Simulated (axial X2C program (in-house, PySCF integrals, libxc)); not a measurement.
**Curves of FeNC⁺ from open-shell CI on d6 s0 p(π)0**

Computed with an in-house all-electron X2C program for linear molecules (integrals from PySCF): two-component X2C with atomic mean-field Coulomb terms (Gaunt term off), basis Fe dyall-v3z, N dyall-v3z, C dyall-v3z (cores contracted in-house). Orbitals come from Hartree–Fock averaged over the configuration Fe d6 s0 p(π)0; CI then distributes these electrons over the d, s, p(π) shells of Fe.

Scan along the Fe–N bond with NC moving as one mass, its bond held at 1.170 Å; masses Fe 55.935 u, N 14.003 u, C 12.000 u. Energies in cm⁻¹ from the lowest point; levels are followed by energy order within each Ω. Lowest level at 1.849 Å: 100% d6.

```csv
R (Å),(1)Ω=4,(1)Ω=3,(1)Ω=2,(1)Ω=1,(1)Ω=0,(2)Ω=0,(2)Ω=3
1.720,2227,2419,2614,2812,3013,3014,5333
1.784,568,760,955,1153,1355,1355,3529
1.849,0,191,386,584,787,787,2816
1.923,382,572,766,965,1168,1169,3040
1.997,1564,1754,1948,2146,2350,2351,4072
2.080,3555,3744,3937,4136,4341,4342,5903
2.182,6623,6810,7002,7201,7407,7408,8787
```

**Question.** Fit the curves (1)Ω=4, (1)Ω=3, (1)Ω=2, (1)Ω=1, (1)Ω=0, (2)Ω=0, (2)Ω=3 near their minima.

**Answer.** From the open-shell CI curves, Te from the lowest:

```
 level  Te (cm⁻¹)  Re (Å)  ωe (cm⁻¹)
(1)Ω=4          0   1.857      608.0
(1)Ω=3        191   1.857      607.9
(1)Ω=2        385   1.857      607.9
(1)Ω=1        584   1.857      607.9
(1)Ω=0        787   1.857      608.0
(2)Ω=0        787   1.857      608.0
(2)Ω=3       2787   1.868      595.2
```

Without dynamic correlation distances can be off by several hundredths of an Å (long for ionic bonds, short for multiple bonds) and the wavenumbers are rough.

The 7 lowest curves are shown; the next is (2)Ω=2, from 2899 cm⁻¹.

Dynamic correlation is missing, so gaps between terms are too wide and other configurations may lie lower; the lowest level listed is that of this model, not necessarily the ground state. For d shells the ligand-field splittings (σ, π, δ) and their order can be off by a thousand cm⁻¹ or more. At most 4 roots were kept for each Ω > 0 (twice that for Ω = 0) within 3.2 eV of the lowest, so higher up levels can be missing between those listed; levels with Ω > 0 are doubly degenerate and listed once, Ω = 0 levels singly. Some active spinors are only partly of the character that their shell is named for, so the shell names and counts are nominal. States that fill the shells left empty in the average are placed too high. The molecule was held linear; bending was not examined.
